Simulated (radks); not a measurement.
Values are calculated unless marked as measured or tabulated.
Fractional charge and spin in the 6s shell of terbium: the spin-up occupation runs from 0 to 1 and the spin-down occupation from 0 to 1; the fullest corner is Tb, [Xe] 4f(up 4.5, down 4.5) 6s(up 1, down 1). Level of theory: scalar-relativistic Kohn-Sham, r2SCAN, spin-polarised, spherical densities, finite nucleus; meta-GGA in the generalised Kohn-Sham scheme; Fermi nuclear charge, rms radius of each element as measured or else 0.836 A^(1/3) + 0.57 fm (a radial shooting solver on a logarithmic mesh with Libxc functionals). Energy (eV) minus the two flat planes that join the four corners (they meet along the diagonal where the two added fractions sum to one electron); zero is where a piecewise linear energy would lie.

down \ up       0    0.25     0.5    0.75       1
0           0.000  -0.377  -0.527  -0.410   0.000
0.25       -0.377  -0.388  -0.171   0.308  -0.349
0.5        -0.527  -0.171   0.410  -0.170  -0.477
0.75       -0.410   0.308  -0.170  -0.400  -0.365
1           0.000  -0.349  -0.477  -0.365   0.000

Corners above the fullest one (they belong to Tb+ and the next ion): (up 1, down 0) 5.752 eV, (up 0, down 1) 5.752 eV, (up 0, down 0) 17.176 eV. With half an added electron in each spin the energy lies 0.410 eV from the planes, and with half an added electron in spin up alone -0.527 eV. The planes are only a guide here: the flat-plane condition holds for ground states with one frontier orbital, while this shell lies below other occupied shells, so the corners above the fullest one are inner-hole states and not the ground states of those ions.
